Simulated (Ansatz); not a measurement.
`N[SiH2]B(O)O` + `N[SiH](Cl)CCl` → `N[SiH2]C[SiH](N)Cl` + `OB(O)Cl`  (redistribution)

Calculated with Ansatz (gas phase, PBE0-D4/def2-TZVP geometries, no zero-point term in ΔE). CBS: MP2 limit from def2 TZ/QZ plus the TZ coupled-cluster correction, frozen cores. DFT in def2-TZVPP. B3LYP here is the variant with VWN-RPA as its local correlation; programs differ in this. Each species was taken in one conformer, which may not be the lowest.

CCSD(T)/CBS gives -49.3 kcal/mol.

Question: Another level gave -48.5 kcal/mol. Which?
A. B3LYP-D4/def2-TZVPP
B. HF/def2-TZVPP
C. PBE/def2-TZVPP
D. MP2/def2-TZVPP

Answer: A. B3LYP-D4 -48.5, HF/def2-TZVPP -50.7, MP2/def2-TZVPP -52.3, PBE -44.6 kcal/mol.

Largest T1 diagnostic among the species: 0.013.

From PBE to PBE0 (25 % exact exchange), in def2-TZVPP and without D4, ΔE moves by −2.7 kcal/mol. The D4 term adds −2.2 kcal/mol with B3LYP and −1.2 kcal/mol with PBE0; it sums over pairs of atoms, weighted by their polarisabilities, and B3LYP, whose exchange is more repulsive, gets the larger term.

CCSD(T)/CBS has its own doubt, a few kJ/mol and more with outer-core shells, so smaller differences from it don't rank the levels.
